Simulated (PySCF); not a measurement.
Species: H10N3PSi3.
Cartesian coordinates in Å at the GFN2-xTB level; atoms count from 1:
```xyz
17
H10N3PSi3 angstrom
P      2.941   -0.709    1.133
Si     1.151   -0.342   -0.164
N     -0.102   -1.407    0.352
Si    -1.786   -1.109    0.114
N     -1.891    0.454   -0.612
Si    -0.935    1.860   -0.311
N      0.645    1.286    0.080
H      3.274   -1.889    0.499
H      3.792    0.024    0.332
H      1.396   -0.554   -1.603
H      0.141   -2.213    0.901
H     -2.352   -2.056   -0.853
H     -2.455   -1.185    1.420
H     -2.756    0.634   -1.092
H     -0.924    2.627   -1.563
H     -1.413    2.659    0.825
H      1.268    1.931    0.533
```

Computed with PySCF 2.14.0, density-fitted response routines, TDDFT PBE0/def2-SVPD, vertical, gas phase, core orbitals frozen in the response.

```
state  E (eV)  E (hartree)       f  |μ| (D)  main configurations (H = HOMO, L = LUMO)
   S1    6.13       0.2252   0.035     1.22                    H→L (78%), H-2→L (10%)
   S2    6.17       0.2268  0.0009     0.19   H→L+2 (63%), H-1→L (14%), H-1→L+1 (11%)
   S3    6.23       0.2289  0.0022     0.31                   H-1→L (77%), H→L+2 (9%)
   S4    6.25       0.2297  0.0015     0.25                H→L+1 (47%), H-1→L+2 (21%)
   S5    6.41       0.2356   0.016     0.80              H-1→L+1 (62%), H-2→L+2 (15%)
   S6    6.50       0.2389   0.018     0.85    H-1→L+2 (54%), H-2→L (18%), H→L+1 (8%)
```

Triplets, Tamm–Dancoff:

```csv
state,E (eV),λ (nm),"main configurations (H = HOMO, L = LUMO)"
T1,5.53,224.0,"H→L (47%), H-2→L (16%), H→L+4 (11%)"
T2,5.69,218.1,"H→L+2 (42%), H-2→L+2 (21%), H-2→L+5 (12%)"
```

The lowest singlet comes at 202 nm (591 kJ/mol) in the ultraviolet; it is of moderate strength; its leading configuration is HOMO→LUMO (78%). The lowest level is also the most intense of those listed (f = 0.035). Löwdin shares by element: HOMO phosphorus 21%, nitrogen 16% or more, silicon 13% or more, hydrogen 11% or more (atoms not listed hold the other 39%); LUMO silicon 39%, phosphorus 16% (atoms not listed hold the other 46%). Weighted by f, the mean energy of these states is 6.29 eV. The oscillator strengths of these states sum to 0.073; summed over the whole spectrum of an exact calculation they would give the number of electrons, 88 (Thomas–Reiche–Kuhn). The listed states span 0.37 eV, and the widest gap between neighbours is 0.16 eV (S4 to S5). Singlets were solved by full linear response, triplets in the Tamm–Dancoff approximation.

On one thread, AMD EPYC 9R14 (x86_64) (shared host), this took 33 s wall (grids of density and orbitals included) and 0.93 GiB of memory at its peak.

One conformer stands for the species.

Without π bonds the low states may be Rydberg-like; a valence basis with one diffuse set may place them up to an eV too high.
